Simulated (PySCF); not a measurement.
Ti(Cl)2(OH) (Cl2HOTi), SMILES [OH][Ti]([Cl])[Cl] (connectivity only; charge and spin as stated), neutral, multiplicity 2. Atoms are numbered in the order given.

```xyz
5

Ti     0.0000     0.0000     0.3139
Cl     0.0000     1.9218    -0.7759
Cl     0.0000    -1.9218    -0.7759
O      0.0000     0.0000     2.0570
H      0.0000     0.0000     3.0170
```
Charge 0, spin multiplicity 2.

Coordinates come from a PBE0-D3(BJ)/def2-SVP optimisation. The spin state was assumed, not searched. The isomer is the one that the SMILES or the coordinates give; other isomers of the formula were not compared. The values are those of a single conformer.

All values below come from PySCF with TDA-PBE0/def2-SVPD.

Vertical excitations. Gas-phase values at a fixed geometry.

| state | energy (eV) | λ (nm) | f | main pairs |
|---|---|---|---|---|
| root 1 | 0.62 | 2010 | 0.000 | α HOMO→LUMO 98 % |
| root 2 | 1.09 | 1142 | 0.000 | α HOMO→LUMO+1 98 % |
| root 3 | 1.95 | 636 | 0.002 | α HOMO→LUMO+2 98 % |
| root 4 | 2.12 | 585 | 0.002 | α HOMO→LUMO+3 98 % |
| root 5 | 4.74 | 262 | 0.000 | α HOMO−1→LUMO 97 % |
| root 6 | 4.94 | 251 | 0.001 | α HOMO−3→LUMO 64 %, β HOMO−2→LUMO 26 % |
| root 7 | 5.00 | 248 | 0.005 | α HOMO−2→LUMO 70 %, β HOMO−1→LUMO 18 % |
| root 8 | 5.08 | 244 | 0.000 | α HOMO−1→LUMO+1 55 %, α HOMO−4→LUMO 40 % |
| root 9 | 5.19 | 239 | 0.000 | β HOMO→LUMO 96 % |
| root 10 | 5.30 | 234 | 0.000 | α HOMO−4→LUMO 55 %, α HOMO−1→LUMO+1 42 % |
Unrestricted roots are not spin-pure.
